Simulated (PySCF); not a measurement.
Computed structure and properties of [PbF3(H2O)]−

System: [PbF3(H2O)]− (singlet); start: template (Cs). Method: PySCF 2.14.0, RKS PBE0, Pb def2-SVP with ECP60, F def2-SVP, O def2-SVP, H def2-SVP; non-relativistic Hamiltonian with scalar-relativistic core potentials where named; density fitting; no spin-orbit coupling.

Input of the relaxation:

```python
mol = gto.M(atom='''
Pb     0.01139    -0.01139     0.01139
F      1.20799     1.18521     1.20799
F     -1.18521    -1.20799     1.20799
F      1.20799    -1.20799    -1.18521
O     -1.39161     1.39161    -1.39161
H     -1.73221     2.27671    -1.18771
H     -1.73221     1.18771    -2.27671''',
    basis={'Pb': 'def2-SVP', 'F': 'def2-SVP', 'O': 'def2-SVP', 'H': 'def2-SVP'},
    ecp={'Pb': 'def2-SVP'},
    charge=-1, spin=0)
mf = dft.RKS(mol, xc='PBE0')
mf.grids.atom_grid = (50, 194)
mf = mf.density_fit()  # fitting sets: Pb def2-universal-JKFIT, F def2-universal-JKFIT, O def2-universal-JKFIT, H def2-universal-JKFIT
mf.conv_tol = 1e-08; mf.max_cycle = 55
mf.kernel(dm0)  # dm0: converged density of the start geometry
# quasi-Newton relaxation in Cartesian coordinates to a largest gradient under 0.00045 Eh/bohr, steps kept in the point group
```

Run from Python with OMP_NUM_THREADS=2; the lines above give its settings. Where DIIS fails, smearing, a level shift and second-order steps follow.
It took 110 s on 2 threads of Arm Neoverse V1, on a shared host, from the converged density of the start.

Course of the relaxation:

| step | energy above end (eV) | largest force component within the symmetry (eV/Å) |
| --- | --- | --- |
| 0 | 1.6468 | 1.216 |
| 1 | 1.1362 | 0.647 |
| 2 | 0.9577 | 0.562 |
| 3 | 0.7717 | 0.381 |
| 4 | 0.6219 | 0.542 |
| 5 | 0.5329 | 0.842 |
| 6 | 0.4744 | 0.919 |
| 7 | 0.4698 | 0.426 |
| 38 | 0.0120 | 0.156 |
| 39 | 0.0087 | 0.093 |
| 40 | 0.0028 | 0.095 |
| 41 | 0.0003 | 0.080 |
| 42 | 0.0000 | 0.030 |
| 43 | 0.0000 | 0.021 |
(The steps between are left out.)

Relaxed geometry (Cs):

```xyz
7

Pb    0.1095    0.0240   -0.0240
F     1.4154    0.7243    1.4674
F    -1.0546   -1.2172    1.2172
F     1.4154   -1.4674   -0.7243
O    -2.0522    2.0968   -2.0968
H    -1.7237    2.2510   -1.2023
H    -1.7237    1.2023   -2.2510
```

| contact | Å |
| --- | --- |
| Pb1–F2 (F) | 2.102 |
| Pb1–F3 (F) | 2.106 |
| Pb1–F4 (F) | 2.102 |
| Pb1–H6 (H2O) | 3.116 |

On the finer grid (75, 302):

| Item | Value |
| --- | --- |
| HOMO | -2.64 eV |
| LUMO | 4.28 eV |
| Dipole about the centre of mass | 3.64 D |
| Set of Mulliken populations of Pb1 outside the core potential | s 3.87, p 7.26, d 10.21 |
| D3(BJ) dispersion energy (not in the energies) | -0.084 eV |

```json
{"atom": "Pb1", "Mulliken (e)": "0.67", "Löwdin (e)": "0.40", "spin (e)": "0.00"}
{"atom": "F2", "Mulliken (e)": "-0.55", "Löwdin (e)": "-0.46", "spin (e)": "0.00"}
{"atom": "F3", "Mulliken (e)": "-0.55", "Löwdin (e)": "-0.46", "spin (e)": "0.00"}
{"atom": "F4", "Mulliken (e)": "-0.55", "Löwdin (e)": "-0.46", "spin (e)": "0.00"}
{"atom": "O5", "Mulliken (e)": "-0.33", "Löwdin (e)": "-0.16", "spin (e)": "0.00"}
{"atom": "H6", "Mulliken (e)": "0.15", "Löwdin (e)": "0.06", "spin (e)": "0.00"}
{"atom": "H7", "Mulliken (e)": "0.15", "Löwdin (e)": "0.06", "spin (e)": "0.00"}
```

On the grid (50, 194), as all that follows. Harmonic modes: a minimum within the noise of the softest modes; lowest 49 cm⁻¹ (negative: unstable), highest 3915 cm⁻¹, zero-point energy 0.761 eV.

Taking off one F (charge -1, singlet; the rest: singlet) in vacuum, both parts rigid, costs 4.96 eV; the small basis without counterpoise inflates it.

Rigid scan of F along the line from its metal:

distance to F2 (Å), energy (eV) and a bar:
```
     1.80      1.194 ############
     1.90      0.443 #####
     2.00      0.092 #
     2.10      0.000 
     2.20      0.067 #
     2.30      0.230 ##
     2.50      0.686 #######
     2.80      1.412 ###############
     3.20      2.209 #######################
     3.70      2.898 ##############################
```

Taking off one H2O (charge 0, singlet; the rest: singlet) in vacuum, both parts rigid, costs 0.30 eV; the small basis without counterpoise inflates it.

Rigid scan of H2O along the line from its metal:

(distance to O5 (Å), energy (eV)): (3.34, 0.034), (3.44, 0.013), (3.54, 0.003), (3.64, 0.000), (3.74, 0.003), (3.84, 0.009), (4.04, 0.028), (4.34, 0.063), (4.74, 0.110), (5.24, 0.153)

One start shape was tried, so this needn't be the lowest isomer.
